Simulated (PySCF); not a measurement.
A calculated (UHF, PySCF 2.14, cc-pV(D+d)Z, the non-relativistic Hamiltonian (point nucleus)) atom or ion has these occupied shells.

| shell | electrons | orbital energy (eV) | rms radius, mean of both spins (bohr) |
| --- | --- | --- | --- |
| 1s α | 1 | -2515.6 | 0.113 |
| 1s β | 1 | -2514.8 | 0.113 |
| 2s α | 1 | -256.99 | 0.518 |
| 2s β | 1 | -256.11 | 0.518 |
| 2p α | 3 | -194.09 | 0.492 |
| 2p β | 3 | -192.54 | 0.492 |
| 3s α | 1 | -38.492 | 1.79 |
| 3s β | 1 | -29.164 | 1.79 |
| 3p α | 3 | -23.481 | 2.06 |

Task: Name the element and its charge.

Result: S+ (sulfur, charge +1), in [Ne] 3s2 3p3, high-spin 4S determinant.
